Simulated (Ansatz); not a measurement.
Spectroscopic constants of SeF, multiplicity 2 (the spin of the measured ground state). No spin–orbit coupling. Se is treated without relativity.

D_e counts from the fitted minimum to each atom's lowest state at the same level, without counterpoise.

Correlated levels freeze the inner cores; with def2 sets outer-core shells near the valence are correlated too.

The values were computed with Ansatz (Gaussian basis) for Hartree–Fock, density functionals and correlated methods. 

PBE/def2-TZVPP gives 3.900 eV for the bond energy D_e.

Task: How do the other levels lie against it? Give each less PBE: r2SCAN/def2-TZVPP, PBE0/def2-TZVPP, wB97M-V/def2-TZVPP, B2PLYP/def2-TZVPP, CCSD(T)/def2-QZVPP.

Result: r2SCAN/def2-TZVPP -0.375; PBE0/def2-TZVPP -0.482; wB97M-V/def2-TZVPP -0.413; B2PLYP/def2-TZVPP -0.474; CCSD(T)/def2-QZVPP -0.507 eV. 0 of 5 lie above PBE; the widest gap is to CCSD(T)/def2-QZVPP.

Ansatz is a quantum-chemistry and plane-wave program.
